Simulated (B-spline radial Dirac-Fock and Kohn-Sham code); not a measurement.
## Photoelectron lines of K¹²⁺ at Cr Kα (5414.7 eV)

System: K¹²⁺, 1s2 2s2 2p3.

The run's input, task.json:

```json
{"items": [{
  "Z": 19,
  "q": 12,
  "cfg": [[1, 0, 2], [2, 0, 2], [2, 1, 3]],
  "A": 39,
  "rrms": 3.4349,
  "do": ["binding", "quiet", "photo"],
  "hv": [31.7, 39.9, 40.81, 80, 82.0, 100, 108.0, 800, 1380.0, 2000, 2880.0, 5414.7, 22162.9, 80000, 80600.0, 132000.0]
}]}
```

Run with: `python xray_run.py task.json out`

The computed values come from a B-spline atomic structure program: Dirac-Hartree-Slater photoionisation with all multipoles and Dirac-Fock thresholds. The asymmetry parameter β is from the dipole term alone. Kinetic energies are from the vacuum level. Open shells are spread statistically over j, without multiplet splitting.

```
  subshell  electrons  binding (eV)  kinetic (eV)  σ (kb)     β
    K (1s)          2        4104.1        1310.6       ?     ?
   L1 (2s)          2         763.9        4650.8    1.91  2.00
L2 (2p1/2)          1         710.5        4704.2   0.177  0.73
L3 (2p3/2)          2         707.0        4707.7   0.339  0.72
```

Problem. What are σ and β for K (1s)?

Solution. σ = 25.5 kb, the largest of all subshells and 91 % of the total, and β = 2.00.
